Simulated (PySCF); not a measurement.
Compound: C₄H₂F₃N₂ (charge -1).
SMILES: `FC(F)(F)c1ncc[n-]1`

The geometry is computed with GFN2-xTB (gas phase).

Take the most abundant isotopes and a rigid rotor. 

Q: What are A, B and C (cm⁻¹)?

A: Ia = 138.88, Ib = 402.63, Ic = 454.14 u·Å²; 505379 MHz·u·Å²/I gives 3639, 1255 and 1113 MHz, that is A = 0.12139, B = 0.04187, C = 0.03712 cm⁻¹.

Q: Classify the top.

A: An asymmetric top. Ray's parameter κ = (2B − A − C)/(A − C) = -0.887; −1 is the prolate and +1 the oblate limit.

Q: Is it planar, by Δ = Ic − Ia − Ib?

A: Not planar: Δ = Ic − Ia − Ib = -87.36 u·Å². For a rigid frame Δ = −2 Σ m c², so Σ m c² = 43.68 u·Å² lies off the ab plane: 0.00 from hydrogen and 43.68 from heavier atoms. The atom farthest from that plane is 1.24 Å away.

Q: Give the other two planar moments, Paa and Pbb, and the rms extents of the mass along the axes.

A: Paa = Σ m a² = (Ib + Ic − Ia)/2 = 358.95 and Pbb = Σ m b² = (Ia + Ic − Ib)/2 = 95.19 u·Å². With the mass M = 135.02 u, the rms extents √(P/M) along a, b and c are 1.63, 0.84, 0.57 Å.

Q: Give the coordinates in the principal-axis frame, origin at the centre of mass.

A: The sense of each axis is arbitrary; atoms in the order of the calculation.
```
atom  mass (u)   a (Å)   b (Å)   c (Å)
  F1    18.998   1.584  -1.068   0.624
  C2    12.000   1.023   0.000   0.010
  F3    18.998   1.590  -0.011  -1.241
  F4    18.998   1.583   1.079   0.607
  C5    12.000  -0.446   0.000   0.014
  N6    14.003  -1.156   1.136   0.003
  C7    12.000  -2.431   0.689  -0.008
  C8    12.000  -2.431  -0.690  -0.007
  N9    14.003  -1.157  -1.136   0.004
 H10     1.008  -3.261   1.377  -0.015
 H11     1.008  -3.262  -1.376  -0.014
```

GFN2-xTB frequencies: not computed here. Zero-point vibration and centrifugal distortion are left out.

The values belong to the conformer `[F:1][C:2]([F:3])([F:4])[c:5]1[n:6][cH:7][cH:8][n-:9]1`: F1–C2–C5–N6 151°.
